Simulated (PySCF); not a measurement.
CBr3, SMILES Br[C](Br)Br, multiplicity 2.

Coordinates come from a ωB97X-D3(BJ)/def2-SVP optimisation.

Calculation: TDA-CAM-B3LYP/def2-SVPD in PySCF.

Vertical excitations; the highest root listed may be one member of a degenerate set. The molecule is in vacuum.

| state | energy (eV) | λ (nm) | f | main pairs |
|---|---|---|---|---|
| root 1 | 2.95 | 421 | 0.000 | α HOMO→LUMO 96 % |
| root 2 | 4.25 | 292 | 0.000 | β HOMO→LUMO 99 % |
| root 3 | 4.66 | 266 | 0.000 | α HOMO→LUMO+1, α HOMO→LUMO+4, β HOMO−2→LUMO (degenerate set) |
| root 4 | 4.66 | 266 | 0.000 | α HOMO→LUMO+2, α HOMO→LUMO+5, β HOMO−1→LUMO (degenerate set) |
| root 5 | 4.90 | 253 | 0.000 | α HOMO−1→LUMO 69 %, β HOMO→LUMO+1 20 % |
| root 6 | 4.93 | 251 | 0.045 | α HOMO→LUMO+2, β HOMO−1→LUMO (degenerate set) |
| root 7 | 4.93 | 251 | 0.045 | α HOMO→LUMO+1, β HOMO−2→LUMO (degenerate set) |
| root 8 | 5.19 | 239 | 0.020 | β HOMO−3→LUMO (degenerate set) |
| root 9 | 5.19 | 239 | 0.020 | β HOMO−4→LUMO (degenerate set) |
| root 10 | 5.59 | 222 | 0.000 | α HOMO−1→LUMO 22 %, β HOMO→LUMO+1 71 % |
Unrestricted roots are not spin-pure.
